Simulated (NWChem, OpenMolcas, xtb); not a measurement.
# How methods differ on SiSe (SMILES [Si][Se])

SiSe has 2 atoms, charge 0, and is taken as a singlet. SMILES: `[Si][Se]`. The shape is that of a PBE0-D4/def2-TZVP optimisation.

```jsonl
{"atom": "Si", "x (Å)": "0.0000", "y (Å)": "0.0000", "z (Å)": "0.0314"}
{"atom": "Se", "x (Å)": "0.0000", "y (Å)": "0.0000", "z (Å)": "2.0931"}
```

Each level gives the HOMO–LUMO gap (eV). The values are calculated.

| level | kind | program | value (eV) | CPU time |
| --- | --- | --- | --- | --- |
| GFN0-xTB | semi-empirical | xtb | 2.09 | under 2 s |
| HF/aug-cc-pVTZ | Hartree–Fock | NWChem | 10.25 | 5.6 min |
| SVWN5/aug-cc-pVTZ | LDA | OpenMolcas | 3.50 | 23 s |
| PBE/aug-cc-pVTZ | GGA | OpenMolcas | 3.53 | 28 s |
| TPSS/aug-cc-pVTZ | meta-GGA | OpenMolcas | 3.67 | 37 s |
| PBE0/aug-cc-pVTZ | global hybrid | OpenMolcas | 5.34 | 31 s |
| B2PLYP/aug-cc-pVTZ | double hybrid | OpenMolcas | 7.20 | 16 s |

All-electron rows without a relativistic Hamiltonian named are non-relativistic. The values span 2.09 to 10.25 eV. Orbital gaps aren't excitation energies, and those of double hybrids come from the SCF part alone; they tend to grow with the share of exact exchange. CPU times are rough (shared hosts, several kinds of processor): they show what a rung costs within a factor of a few.
